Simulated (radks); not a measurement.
Results of a calculation; reference values are marked as such.
Q: All-electron atom: Sr+ in [Ar] 3d10 4s1.5 4p6 5s1 6s0.5 (fractional occupations, a model configuration). Code: a radial shooting solver on a logarithmic mesh with Libxc functionals. Model: scalar-relativistic Kohn-Sham, PBE, spin-unpolarised, spherical densities, finite nucleus; Fermi nuclear charge, rms radius 4.224 fm. Some entries of the table are withheld. Estimate them.

orbital  occ.  eigenvalue (eV)  <r^2> (bohr^2)  <1/r> (bohr^-1)
1s          2        -15949.81        0.002067            38.99
2s          2        -2170.619             (1)            8.703
2p          6        -1930.131         0.02765            8.497
3s          2        -346.2837             (2)              (3)
3p          6        -268.6569          0.2899            2.763
3d         10        -140.5018          0.3020            2.509
4s        1.5         -52.1547           2.039            1.002
4p          6         -33.6825           2.681           0.8677
5s          1         -10.2360             (4)           0.3549
6s        0.5              (5)           72.36           0.1585

A: 
(1) 2s <r^2> (bohr^2): 0.03507
(2) 3s <r^2> (bohr^2): 0.2778
(3) 3s <1/r> (bohr^-1): 2.918
(4) 5s <r^2> (bohr^2): 14.85
(5) 6s eigenvalue (eV): -3.8394
